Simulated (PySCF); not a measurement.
An unknown gives this computed stick spectrum. Level of theory: TDDFT CAM-B3LYP/def2-SVPD, vertical, gas phase, core orbitals frozen in the response (PySCF 2.14.0, density-fitted response routines). Geometries: GFN2-xTB, one conformer each.

```csv
state,E (eV),f
S1,3.98,0.012
S2,4.54,0.0009
S3,4.61,0.010
S4,4.80,0.0099
S5,5.06,0.289
S6,5.12,0.300
S7,5.59,0.0031
S8,5.79,0.0045
```

Problem. Which structure fits?
A. `F/C(=C/[SiH3])[Si@@H](Cl)CCl`
B. `Fc1ccpc(Cl)p1`
C. `ClC(Cl)C=C1C=CC=C1`
D. `C[Si@H](Cl)/C(F)=C\[SiH3]`
E. `FC[Si@@H](Cl)/C(F)=C/[SiH3]`

Solution. B. Its S1 lies at 3.98 eV; the nearest of the others has S1 at 3.37 eV. S1 is HOMO→LUMO (57%), HOMO-1→LUMO+1 (22%), HOMO-1→LUMO (10%). Löwdin shares by element: HOMO carbon 42% or more, phosphorus 27% or more (atoms not listed hold the other 31%); LUMO carbon 47% or more, phosphorus 30% or more (atoms not listed hold the other 22%). At the same level the other candidates give, for their lowest levels:
- `ClC(Cl)C=C1C=CC=C1`: 3.37 eV (f 0.007); 5.15 eV (f 0.653); 5.97 eV (f 0.002); 6.14 eV (f 0.004); 6.50 eV (f 0.001); T1 2.25 eV; HOMO -8.07, LUMO -1.45 eV
- `FC[Si@@H](Cl)/C(F)=C/[SiH3]`: 6.30 eV (f 0.065); 6.38 eV (f 0.383); 7.13 eV (f 0.006); 7.17 eV (f 0.004); 7.47 eV (f 0.015); T1 3.94 eV; HOMO -9.43, LUMO -0.22 eV
- `F/C(=C/[SiH3])[Si@@H](Cl)CCl`: 6.33 eV (f 0.349); 6.57 eV (f 0.004); 6.85 eV (f 0.024); 6.90 eV (f 0.004); 7.16 eV (f 0.001); T1 3.92 eV; HOMO -9.42, LUMO -0.22 eV
- `C[Si@H](Cl)/C(F)=C\[SiH3]`: 6.33 eV (f 0.304); 6.76 eV (f 0.006); 7.10 eV (f 0.007); 7.31 eV (f 0.001); 7.39 eV (f 0.009); T1 3.94 eV; HOMO -9.16, LUMO 0.05 eV
Triplets come from the Tamm–Dancoff approximation.
